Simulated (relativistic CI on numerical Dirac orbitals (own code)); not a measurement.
Tc3+: L-alpha,beta X-ray emission

Computed with this model: Dirac-Coulomb-Breit CI, orbitals from a KLI potential per configuration, a model potential for QED, valence Slater integrals scaled by 0.8, multiplet model of X-ray emission after core ionisation; configurations [Kr] 4d4 → [He] 2s2 2p5 3s2 3p6 3d10 4s2 4p6 4d4 → [Ar] 3d9 4s2 4p6 4d4; 80 K; Lorentzian 2.8 eV and Gaussian 0.6 eV FWHM. Energies are those of the free ion, without screening or charge transfer. S is read from ⟨S²⟩ = S(S + 1).

free ion: ground-state S = 1.98, centroid 2463.60 eV. Peaks (eV, height): 2425.6 (100), 2538.8 (45).

Strongest unbroadened transitions for free ion:

```csv
Energy (eV),Relative strength
2424.78,9.9
2425.16,24.9
2425.17,14.2
2425.39,5.7
2425.42,10.3
2425.55,4.4
2425.62,100.0
2425.71,16.2
2426.17,6.6
2538.02,4.5
2538.14,10.6
2538.71,5.2
2538.94,16.5
2539.00,10.0
2539.01,5.9
2539.30,5.6
2539.42,6.3
2539.50,5.9
```
